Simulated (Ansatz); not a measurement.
Total energies of BH5SiZn2, SMILES `[BH2][Zn][SiH2][ZnH]`.

```
atom    x (Å)    y (Å)    z (Å)
  B1   1.7616   0.4374   2.4227
 Zn2   0.8032  -0.0331   0.6253
 Si3  -0.3115  -0.5511  -1.4183
 Zn4  -2.5324   0.2469  -1.6419
  H5   2.3022   1.4927   2.6091
  H6   1.8177  -0.3265   3.3466
  H7  -0.3347  -2.0370  -1.6152
  H8   0.4857  -0.0152  -2.5694
  H9  -3.9917   0.7861  -1.7590
```

Charge 0, multiplicity 1. For Zn the d shell is correlated and the shells below it are frozen. Scalar relativity is left out up to krypton. The structure was optimised at the PBE0-D4/def2-TZVP level. It is one conformer, not always the lowest. Basis def2-TZVPP, Ansatz.

RPA on PBE orbitals: Hartree–Fock energy of these orbitals -3871.98170 Eh, correlation -1.74962 Eh (frozen core).

```
             functional  energy without D4 (Eh)  D4 term (kJ/mol)
                    PBE             -3875.35702             -17.0
                   BLYP             -3876.24180             -36.1
                 r2SCAN             -3876.01584              -4.1
                 B97M-V             -3875.32091                 –
                   PBE0             -3875.43099             -14.6
                  B3LYP             -3876.22904             -27.8
                r2SCANh             -3875.98182              -4.5
                r2SCAN0             -3875.93359              -5.0
HSE06 (plane-wave form)             -3875.41839             -13.9
                  BHLYP             -3875.99180             -24.7
              CAM-B3LYP             -3876.29931             -15.3
                LC-ωPBE             -3875.51720                 –
                ωB97M-V             -3875.84690                 –
                 B2PLYP             -3875.37562                 –
```

Q: Give the same for LDA (SPW92), revPBE, ωB97X-V, PBE-QIDH. (Estimate.)

A: The calculation gave: 
```
 functional  energy without D4 (Eh)  D4 term (kJ/mol)
LDA (SPW92)             -3868.81487                 –
     revPBE             -3875.79059             -43.4
    ωB97X-V             -3875.70249                 –
   PBE-QIDH             -3874.84121                 –
```

B3LYP takes the VWN-RPA correlation (the form of Gaussian; ORCA's B3LYP/G). HSE06 is the plane-wave form, built on full-range PBE exchange. The double hybrids freeze the cores in their second-order part.

LC-ωPBE has ω = 0.4 bohr⁻¹.
